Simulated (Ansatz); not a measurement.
Saddle point of AlH2Cl3, singlet (AlHCl₂ ([Cl][AlH][Cl]) + HCl → AlCl₃ ([Cl][Al]([Cl])[Cl]) + H₂; bonds formed: H2–H5; dative contacts that become bonds: Al1–Cl6; bonds broken: Al1–H2, H5–Cl6), PBE0-D4/def2-TZVP structure:

| atom | x (Å) | y (Å) | z (Å) |
| --- | --- | --- | --- |
| Al1 | -0.0329 | 0.4611 | -0.2852 |
| H2 | 1.2333 | -0.5755 | -0.3900 |
| Cl3 | -1.3595 | 0.4244 | -1.8895 |
| Cl4 | 0.3168 | 2.2048 | 0.7970 |
| H5 | 0.5162 | -1.2467 | 0.5038 |
| Cl6 | -0.6740 | -1.2680 | 1.2639 |

Energies are electronic, without zero-point energy. Barriers and step energies count from the start structure reached by relaxing down the imaginary mode; all methods use the PBE0-D4 structures, on which another method's saddle can fall below an end. Ansatz 0.2.0; basis: def2-TZVPP, with def2-QZVPP for the basis limit; cores frozen in the correlated methods. B3LYP uses VWN-RPA correlation. Extrapolation: Hartree–Fock as exp(−7.88 √X), correlation as X^−2.97.

| method | barrier (eV) | step energy (eV) |
| --- | --- | --- |
| SPW92 | -0.012 | -1.064 |
| PBE-D4 | ? | -1.129 |
| BLYP-D4 | 0.233 | -1.143 |
| r2SCAN-D4 | 0.157 | -1.221 |
| B97M-V | 0.286 | -1.093 |
| PBE0-D4 | 0.224 | -1.145 |
| B3LYP-D4 | ? | -1.152 |
| r2SCAN0-D4 | 0.240 | -1.213 |
| BHLYP-D4 | 0.418 | -1.166 |
| CAM-B3LYP-D4 | 0.345 | -1.128 |
| wB97X-V | 0.369 | -1.138 |
| wB97M-V | ? | -1.147 |
| B2PLYP | 0.334 | -1.173 |
| PBE-QIDH | 0.306 | -1.183 |
| RPA on PBE | 0.399 | -1.062 |
| HF | 0.693 | -1.156 |
| MP2 | 0.334 | -1.221 |
| CCSD | 0.436 | -1.130 |
| CCSD(T) | 0.376 | -1.141 |

Q: Fill in the withheld barriers. (Judge from chemistry; the value comes from the calculation.)

A: Computed: wB97M-V 0.361; B3LYP-D4 0.299; PBE-D4 0.129 eV. Each is the energy of the saddle less that of the start structure, by the same method.

For comparison, the barrier by CCSD(T) at an estimated basis limit (MP2 extrapolated from triple and quadruple zeta, plus CCSD(T) − MP2 in triple zeta) is 0.357 eV.

No T1 diagnostic of these runs exceeds 0.009. The start structure is not quite a true minimum (one mode of 79i cm⁻¹).

Labels in which every atom is bracketed show which atoms are joined, not bond orders.

For scale, one of the runs: CCSD(T)/def2-TZVPP, 196 basis functions (an equivalent command: `ansatz run in.yaml --threads 4`). Hardware: 4 CPU threads, shared host. Wall time 59 s; peak host memory 2 GiB.
